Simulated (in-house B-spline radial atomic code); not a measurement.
Inner levels of samarium as electrons are removed. A shift is the extra binding of the orbital against the neutral atom ([Xe] 4f5/2(6) 6s2). The density at the nucleus is averaged over the nuclear charge. Computed with a radial B-spline atomic code at the basis-set limit: Dirac-Hartree-Fock, jj configuration that fills j = l - 1/2 first, finite nuclei.

A number in brackets counts the electrons of a j subshell.

```
  ion                    configuration  shift of 3s1/2 (eV)  shift of 2p1/2 (eV)  shift of 3p1/2 (eV)  radius of 3s1/2 (bohr)  radius of 2p1/2 (bohr)  radius of 3p1/2 (bohr)  Σ<r²> (bohr²)  change of density at nucleus (bohr⁻³)
Sm19+           [Kr] 4d3/2(4) 4d5/2(3)               487.76                494.3               487.48                 0.25287                0.080824                 0.24286         7.0931                                -65.232
Sm20+           [Kr] 4d3/2(4) 4d5/2(2)               532.72               542.84               532.73                 0.25267                0.080818                 0.24265         6.5738                                 11.935
Sm21+           [Kr] 4d3/2(4) 4d5/2(1)               578.63                592.6               578.94                 0.25245                0.080812                 0.24242         6.0768                                 92.357
Sm22+                    [Kr] 4d3/2(4)               625.49               643.57               626.13                 0.25223                0.080805                 0.24218         5.6009                                 176.04
Sm23+                    [Kr] 4d3/2(3)               673.69               695.42               674.37                 0.25198                0.080791                 0.24188         5.1515                                 265.88
Sm24+                    [Kr] 4d3/2(2)               722.83               748.42               723.56                 0.25172                0.080776                 0.24156         4.7203                                 359.03
Sm25+                    [Kr] 4d3/2(1)               772.88               802.58               773.67                 0.25145                 0.08076                 0.24123         4.3062                                 455.52
Sm26+                [Ar] 3d10 4s2 4p6               823.85                857.9               824.71                 0.25116                0.080743                 0.24088         3.9082                                 555.33
Sm27+  [Ar] 3d10 4s2 4p1/2(2) 4p3/2(3)               874.95               914.96               876.43                 0.25091                0.080724                 0.24059         3.5276                                 671.44
Sm28+  [Ar] 3d10 4s2 4p1/2(2) 4p3/2(2)               926.75               972.95               928.87                 0.25066                0.080705                 0.24029         3.1581                                 790.51
Sm29+  [Ar] 3d10 4s2 4p1/2(2) 4p3/2(1)               979.22              1031.86                  982                  0.2504                0.080685                 0.23997         2.7994                                 912.57
Sm30+           [Ar] 3d10 4s2 4p1/2(2)              1032.37               1091.7              1035.84                 0.25012                0.080664                 0.23965         2.4509                                1037.63
Sm31+           [Ar] 3d10 4s2 4p1/2(1)              1087.61              1152.86              1089.83                  0.2498                0.080658                 0.23972          2.131                                1094.85
Sm32+                    [Ar] 3d10 4s2              1143.56              1214.94               1144.5                 0.24946                0.080649                 0.23948         1.8203                                1152.34
```
